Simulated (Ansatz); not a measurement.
Reaction (redistribution): `[OH][GeH2][SiH2]S` + `[NH2][GeH2][F]` → `[F][GeH2][SiH2]S` + `[NH2][GeH2][OH]`

Calculated with Ansatz (gas phase, PBE0-D4/def2-TZVP geometries, no zero-point term in ΔE). CCSD(T)/CBS adds triple-zeta CCSD(T) − MP2 to the extrapolated MP2 energy (def2 sets, frozen cores). Functionals use def2-TZVPP. B3LYP here is the variant with VWN-RPA as its local correlation; programs differ in this. For Ge outer-core shells are correlated without core-valence functions, which leaves a few kJ/mol of doubt a bond. Scalar relativity is left out up to krypton. Each species was taken in one conformer, which may not be the lowest.

(1) Is it downhill or uphill in electronic energy at CCSD(T)/CBS, and by how much? (An estimate is asked.)

(2) What do these levels give: B3LYP-D4, ωB97X-V, B2PLYP, B3LYP, SCS-MP2/def2-TZVPP, CCSD(T)/def2-TZVPP? (Estimate.)

Largest T1 diagnostic among the species: 0.012.

## Answers

(1) Computed: Uphill: ΔE = +0.21 eV.

(2) Computed: B3LYP-D4 0.20, ωB97X-V 0.21, B2PLYP 0.20, B3LYP 0.18, SCS-MP2/def2-TZVPP 0.21, CCSD(T)/def2-TZVPP 0.21 eV.

In def2-TZVPP, CCSD(T) changes the Hartree–Fock value by +0.07 eV (the triples alone add +0.01 eV) and MP2 by +0.09 eV.
